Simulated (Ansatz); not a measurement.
Molecule: BiF2, net charge 0, doublet state. It need not be the lowest isomer of its formula. 
Geometry from a B3LYP-D3(BJ)/def2-TZVP (Ansatz, a first-principles code) optimisation:
```xyz
3

Bi    -0.1218    -0.0876     0.1883
F     -0.3250     1.6223    -0.8748
F      1.4481    -0.8140    -0.8620
```
Charge 0, spin multiplicity 2.

Computed values are from Ansatz. Correlated levels leave the core frozen unless marked. UHF or UKS for open shells. Spin-orbit coupling is left out. The frozen core is the preceding noble-gas configuration, with the filled d and f shells of earlier blocks. In def2 rows, elements after Kr have scalar-relativistic effective core potentials. Basis-set limits of correlation are two-point, X^-3; Hartree-Fock from the larger set. [CCSD(T)-MP2]/basis is that difference in the basis named.

```
Property                                                                                                               Value
-------------------------------------------  -------------------------------------------------------------------------------
atomisation energy De                        189.6 kcal/mol at RI-MP2/CBS(def2-TZVPPD,def2-QZVPPD)+[CCSD(T)-MP2]/def2-TZVPPD
vertical ionisation energy (to the singlet)         8.57 eV at RI-MP2/CBS(def2-TZVPPD,def2-QZVPPD)+[CCSD(T)-MP2]/def2-TZVPPD
total energy                                   -413.3034 Eh at RI-MP2/CBS(def2-TZVPPD,def2-QZVPPD)+[CCSD(T)-MP2]/def2-TZVPPD
dipole moment                                                                                    4.59 D at CCSD(T)/def2-SVPD
T1 diagnostic                                                                                      0.019 at CCSD/def2-TZVPPD
```
